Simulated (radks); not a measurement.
Zn IV, configuration [Ar] 3d7 4p2 (not the ground configuration). All-electron calculation, Dirac Kohn-Sham, PBE, spin-unpolarised, spherical densities, finite nucleus; open shells fill j = l - 1/2 first; Fermi nuclear charge, rms radius 3.9283 fm. Program: a radial shooting solver on a logarithmic mesh with Libxc functionals.

Normalised radial functions P(r) = r R(r) (large component), r in bohr:

r,3s1/2,3p1/2
0.004819,0.1736,0.0090
0.006275,0.2145,0.0142
0.008171,0.2609,0.0223
0.01064,0.3112,0.0352
0.01385,0.3610,0.0552
0.01804,0.4027,0.0856
0.02349,0.4246,0.1310
0.03059,0.4098,0.1961
0.03983,0.3384,0.2849
0.05186,0.1922,0.3974
0.06753,-0.0343,0.5243
0.08794,-0.3180,0.6404
0.1145,-0.5907,0.6992
0.1491,-0.7374,0.6362
0.1942,-0.6301,0.3913
0.2528,-0.2058,-0.0473
0.3292,0.4453,-0.5977
0.4286,1.0674,-1.0831
0.5582,1.3676,-1.3078
0.7268,1.2314,-1.1916
0.9464,0.8148,-0.8377
1.232,0.3912,-0.4477
1.605,0.1300,-0.1744
2.089,0.0277,-0.0463
2.721,0.0033,-0.0075
3.543,0.0002,-0.0006
4.613,0.0000,0.0000
6.007,0.0000,0.0000

3s1/2: eigenvalue -192.78 eV, 2 radial nodes at r = 0.0652, 0.277 bohr, <r> = 0.667 bohr, 90 % of the charge inside 0.993 bohr. 3p1/2: eigenvalue -148.48 eV, 1 radial node at r = 0.247 bohr, <r> = 0.682 bohr, 90 % of the charge inside 1.04 bohr.
